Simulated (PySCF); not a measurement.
This PySCF input asks for the NMR shieldings of SMILES O([SiH3])[Si]1(Cl)CCCC1, C4H11ClOSi2; the geometry comes from PBE0-D3(BJ)/def2-SVP.

```python
import basis_set_exchange as bse
import numpy as np
from pyscf import gto, dft
from pyscf.prop import nmr

atoms = """
Si    3.854332    2.561619    2.067941
O     2.285941    2.819072    1.565132
Si    1.216496    4.054282    1.323300
Cl    2.264076    5.820793    1.684450
C     0.395439    4.068994   -0.363940
C    -1.061225    3.697351   -0.032479
C    -1.435943    4.300069    1.329767
C    -0.346047    3.931532    2.349726
H     4.817523    3.191037    1.118010
H     4.064295    3.124266    3.434269
H     4.072283    1.088471    2.096449
H     0.865537    3.391127   -1.091150
H     0.455109    5.088953   -0.778690
H    -1.154687    2.598723    0.027698
H    -1.758433    4.026085   -0.819518
H    -2.434314    3.964850    1.653238
H    -1.491104    5.399032    1.233924
H    -0.357998    4.558502    3.252472
H    -0.455977    2.881572    2.673622
"""
names = dict.fromkeys(["Si", "O", "Cl", "C", "H"], "pcSseg-1")
basis = {el: gto.basis.parse(bse.get_basis(n, elements=[el], fmt="nwchem")) for el, n in names.items()}
mol = gto.M(atom=atoms, basis=basis, charge=0, verbose=0)
mf = dft.RKS(mol, xc="PBE0")
mf.grids.level = 2
mf.grids.alignment = dft.numint.BLKSIZE   # the property module wants whole blocks of grid points
mf.conv_tol = 1e-9
mf.kernel()

calc = nmr.RKS(mf)   # GIAO
C = mf.mo_coeff
Co = C[:, mf.mo_occ > 0]
resp = mf.gen_response(singlet=True, hermi=2)
def vind(x):   # induced exchange potential for any number of trial vectors
    d = np.einsum("pi,xij,qj->xpq", C, 2 * x.reshape(-1, C.shape[1], Co.shape[1]), Co, optimize=True)
    return np.einsum("xpq,pi,qj->xij", resp(d - d.transpose(0, 2, 1)), C, Co, optimize=True).ravel()
mo1, _ = nmr.rhf.solve_mo1(calc, with_cphf=vind)
sigma = calc.kernel(mo1)
for i, s in enumerate(sigma):   # ppm
    w = np.linalg.eigvalsh((s + s.T) / 2)
    print("%2d %-2s iso %8.1f  s11 %8.1f  s22 %8.1f  s33 %8.1f" % (i, mol.atom_pure_symbol(i), w.mean(), *w))
```

Question: What does it print?

Answer: 
```
 0 Si iso    388.5  s11    349.6  s22    353.9  s33    461.9
 1 O  iso    279.9  s11    235.0  s22    268.9  s33    335.7
 2 Si iso    309.6  s11    268.4  s22    307.9  s33    352.5
 3 Cl iso    884.9  s11    758.6  s22    893.7  s33   1002.5
 4 C  iso    167.2  s11    160.5  s22    162.7  s33    178.2
 5 C  iso    156.6  s11    140.9  s22    158.8  s33    170.2
 6 C  iso    157.6  s11    141.5  s22    159.9  s33    171.4
 7 C  iso    166.5  s11    160.8  s22    164.8  s33    173.9
 8 H  iso     26.2  s11     22.6  s22     24.7  s33     31.3
 9 H  iso     26.2  s11     22.6  s22     24.8  s33     31.2
10 H  iso     26.4  s11     22.9  s22     24.4  s33     31.8
11 H  iso     30.4  s11     26.1  s22     28.2  s33     36.8
12 H  iso     30.7  s11     26.0  s22     29.4  s33     36.8
13 H  iso     30.1  s11     25.6  s22     27.9  s33     36.7
14 H  iso     29.4  s11     24.0  s22     27.0  s33     37.1
15 H  iso     29.4  s11     24.0  s22     27.0  s33     37.2
16 H  iso     30.1  s11     26.1  s22     27.9  s33     36.4
17 H  iso     30.3  s11     26.4  s22     28.2  s33     36.4
18 H  iso     30.7  s11     26.2  s22     28.8  s33     37.2
```

These numbers come from an equivalent density-fitted implementation of the same equations, which agrees with the script to about 0.01 ppm for H and up to a few tenths of a ppm for heavy atoms, so last digits may differ.

Question: Turn these shieldings into chemical shifts. References, each an isolated molecule treated in the same way: TMS for ²⁹Si (351.99 ppm) and ¹³C (184.41 ppm) and ¹H (31.27 ppm); ¹⁷O (334.56 ppm) vs H2O; ³⁵Cl (943.27 ppm) against HCl.

Answer: Averaging equivalent atoms: Si 2: 42.4; Si 0: -36.5; O 1: 54.7; Cl 3: 58; C 5/6: 27.3; C 4/7: 17.6; H 8/9/10: 5.00; H 14/16: 1.52; H 13/15: 1.51; H 12/17: 0.73; H 11/18: 0.73 ppm. Experimental scales use liquid or dissolved standards, which lie at an offset from isolated H2O (liquid H2O: subtract about 36 ppm).

Size and cost of the density-fitted run: 212 basis functions, 57 s wall time on 1 thread of an Arm Neoverse V2, shared host; peak memory 0.98 GiB.
